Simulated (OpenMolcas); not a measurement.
## Multiconfigurational calculation on Si-

Input:

```
&GATEWAY
Coord
1

Si 0.0 0.0 0.0
Basis=ANO-RCC-VQZP
Group=XYZ
NoMove
AngMom=0.0 0.0 0.0
AMFI
&SEWARD
* reference wave functions (RASSCF and RASSI steps not shown): 5 electrons in 4 orbitals (3s 3p)
>>> COPY JOB003 $Project.JobIph
&CASPT2
Multistate=1 1
Frozen=1 0
IPEA=0.0
Imaginary=0.1
MaxIter=60
WThr=0.0 0.3 0.05
PrWF=0.5
NoMix
>>> COPY JOB004 $Project.JobIph
&CASPT2
Multistate=8 1 2 3 4 5 6 7 8
Frozen=1 0
IPEA=0.0
Imaginary=0.1
MaxIter=60
WThr=0.0 0.3 0.05
PrWF=0.5
NoMix
```

Launched by
```bash
OMP_NUM_THREADS=1 MOLCAS_MEM=1689 MOLCAS_PROJECT=a pymolcas a.inp > a.log  # once for each step of the input, in one work folder
```

Output, cut to the results:

```
--- CASPT2 ---
Orbital specifications:
      -----------------------

      Symmetry species                           1   2
                                                ag  au
      Frozen orbitals                            1   0
      Inactive orbitals                          1   3
      Active orbitals                            1   3
      Secondary orbitals                        27  23
      Deleted orbitals                           0   0
      Number of basis functions                 30  29
Type of calculation                        SS-CASPT2
      Fock operator                              state-specific
      IPEA shift                                 0.00
      Real shift                                 0.00
      Imaginary shift                            0.10
      The input orbitals will be transformed to quasi-canonical
Reference energy:        -289.4899122821
      E2 (Non-variational):      -0.1469863468
      Shift correction:          -0.0009109900
      E2 (Variational):          -0.1478973369
      Total energy:            -289.6378096189
      Residual norm:              0.0000008508
      Reference weight:           0.92131
      Contributions to the CASPT2 correlation energy
      Active & Virtual Only:         -0.0922948860
      One Inactive Excited:          -0.0121487382
      Two Inactive Excited:          -0.0425427226
::    CASPT2 Root  1     Total energy:   -289.63780962
--- CASPT2 ---
Orbital specifications:
      -----------------------

      Symmetry species                           1   2
                                                ag  au
      Frozen orbitals                            1   0
      Inactive orbitals                          1   3
      Active orbitals                            1   3
      Secondary orbitals                        27  23
      Deleted orbitals                           0   0
      Number of basis functions                 30  29
Type of calculation                        MS-CASPT2
      Fock operator                              state-specific
      IPEA shift                                 0.00
      Real shift                                 0.00
      Imaginary shift                            0.10
      The input orbitals will be transformed to quasi-canonical
Reference energy:        -289.4398661949
      E2 (Non-variational):      -0.1612405973
      Shift correction:          -0.0011406128
      E2 (Variational):          -0.1623812101
      Total energy:            -289.6022474050
      Residual norm:              0.0000003337
      Reference weight:           0.90783
      Contributions to the CASPT2 correlation energy
      Active & Virtual Only:         -0.1064056840
      One Inactive Excited:          -0.0121551012
      Two Inactive Excited:          -0.0426798121
Reference energy:        -289.4398661949
      E2 (Non-variational):      -0.1612405992
      Shift correction:          -0.0011406125
      E2 (Variational):          -0.1623812117
      Total energy:            -289.6022474066
      Residual norm:              0.0000003359
      Reference weight:           0.90783
      Contributions to the CASPT2 correlation energy
      Active & Virtual Only:         -0.1064056858
      One Inactive Excited:          -0.0121551012
      Two Inactive Excited:          -0.0426798121
::    CASPT2 Root  1     Total energy:   -289.60224741
::    CASPT2 Root  2     Total energy:   -289.60224741
::    CASPT2 Root  3     Total energy:   -289.60224741
::    CASPT2 Root  4     Total energy:   -289.60224741
::    CASPT2 Root  5     Total energy:   -289.60224741
::    CASPT2 Root  6     Total energy:   -289.58132595
::    CASPT2 Root  7     Total energy:   -289.58132595
::    CASPT2 Root  8     Total energy:   -289.58132595
::    MS-CASPT2 Root  1     Total energy:   -289.60224741
::    MS-CASPT2 Root  2     Total energy:   -289.60224741
::    MS-CASPT2 Root  3     Total energy:   -289.60224741
::    MS-CASPT2 Root  4     Total energy:   -289.60224740
::    MS-CASPT2 Root  5     Total energy:   -289.60224740
::    MS-CASPT2 Root  6     Total energy:   -289.58132595
::    MS-CASPT2 Root  7     Total energy:   -289.58132595
::    MS-CASPT2 Root  8     Total energy:   -289.58132595
```

Levels above the lowest, from the spin-orbit matrix with the single-state CASPT2 energies, averaged by term, on its diagonal:

| Configuration | Term | J | E (cm-1) | Term weight % |
| --- | --- | --- | --- | --- |
| 3s2 3p3 | 4S* | 3/2 | 0.0 | 100 |
| 3s2 3p3 | 2D* | 3/2 | 7803 | 100 |
| 3s2 3p3 | 2D* | 5/2 | 7806 | 100 |

No diffuse functions were added, so excited terms of the anion can stand markedly too high. Levels of configurations outside the active space are missing. The first state left out of the spin-orbit step lies near 48000 cm-1 above the lowest spin-free state of the reference (among the parities and spins computed), and the list stops at four fifths of that energy or lower. Levels above the detachment limit are left out.

The term weight is that of the spin-free term in the level, not the purity of its configuration. * marks odd parity.
